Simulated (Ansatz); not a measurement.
`CC[SiH2][SiH3]` + H₂S → `CC[SiH2]S` + SiH₄ at 400 K and 1 bar (cleavage of the Si–Si bond).

Isolated molecules relaxed with PBE0-D4/def2-TZVP in Ansatz; ΔE leaves out vibrations. CCSD(T)/CBS is the MP2 limit (def2-TZVPP, def2-QZVPP) plus CCSD(T) − MP2 in def2-TZVPP, frozen cores. This one scheme is used for every species. Each species was taken in one conformer, which may not be the lowest.

```tsv
species	CCSD(T)/CBS energy (Eh)	H − E (kJ/mol)	S (J/(mol·K))
`CC[SiH2][SiH3]`	-660.27614	318.3	402.2
H₂S	-398.97279	53.4	215.9
`CC[SiH2]S`	-767.80899	275.0	380.0
SiH₄	-291.46306	96.9	218.6
```

H − E and S are ideal-gas, rigid-rotor, harmonic terms from PBE0-D4/def2-TZVP, for one conformer and one mirror image of each species. 1 Eh = 2625.50 kJ/mol, R = 8.31446 J/(mol·K).

Task: By hand: ΔE, ΔH, ΔS and ΔG.

Result: ΔE = (-767.80899) + (-291.46306) − (-660.27614) − (-398.97279) = -0.02312 Eh = -60.7 kJ/mol. Δ(H − E) = 275.0 + 96.9 − 318.3 − 53.4 = 0.2, so ΔH = -60.5 kJ/mol. ΔS = 380.0 + 218.6 − 402.2 − 215.9 = -19.5 J/(mol·K). ΔG = -60.5 − 400 × (-19.5)/1000 = -52.7 kJ/mol.

Task: By hand: the equilibrium constant, and the temperature at which ΔG would vanish if ΔH and ΔS stayed fixed.

Result: log₁₀ K = −ΔG/(RT ln 10) = 6.9. ΔG = 0 at ΔH/ΔS = 3103 K, far beyond where these terms or the molecules hold.

ΔH outweighs TΔS. A doubt of 5 kJ/mol in ΔE shifts log₁₀ K by 0.7 here. Other conformers and mirror images would add mixing entropy, several J/(mol·K) or more a flexible species. Modes under 60 cm⁻¹, often nearly free rotors, make the harmonic entropy too high. These are equilibria of isolated gas molecules and say nothing of rates. Largest T1 diagnostic: 0.011 (customary marks: 0.02 for closed shells, 0.045 for open ones).
